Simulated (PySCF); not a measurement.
Two species compared at the same levels of theory.

First species: C₇H₁₃F.
Atom-mapped SMILES: `[CH3:1][C@@H:2]1[C@H:3]([CH3:4])[CH2:5][CH2:6][C@@H:7]1[F:8]` (hydrogens: H9, H10, H11 on C1; H12 on C2; H13 on C3; H14, H15, H16 on C4; H17, H18 on C5; H19, H20 on C6; H21 on C7)

Second species: C7H13F.
InChI=1S/C7H13F/c1-7(2,3)5-4-6(5)8/h5-6H,4H2,1-3H3/t5-,6-/m1/s1

Levels: PBE0/pcSseg-1 for HOMO energy, LUMO energy and HOMO–LUMO gap. Geometries: GFN2-xTB. Each structure is a single optimised conformer of the isolated species, non-relativistic unless stated. Electronic properties by PySCF.

Dipoles, sizes and rotational constants follow the conformer. The torsions of the flexible species, by atom-mapped SMILES:
- `[CH3:1][C:2]([CH3:3])([CH3:4])[C@@H:5]1[CH2:6][C@H:7]1[F:8]`: C1–C2–C5–C6 36°

The conformers of `C[C@@H]1[C@H](C)CC[C@@H]1F` aren't listed.

```tsv
property	column X	column Y
HOMO energy	-7.81 eV	-8.50 eV
LUMO energy	1.37 eV	1.11 eV
HOMO–LUMO gap	9.18 eV	9.61 eV
```

**Question.** Which column belongs to which species?

**Answer.** Column X is the second species and column Y the first. The first has 21 atoms and 64 electrons, the second 21 and 64.

**Question.** How does each property change from the first species to the second?

**Answer.** HOMO energy +0.69 eV; LUMO energy +0.26 eV; HOMO–LUMO gap -0.43 eV.

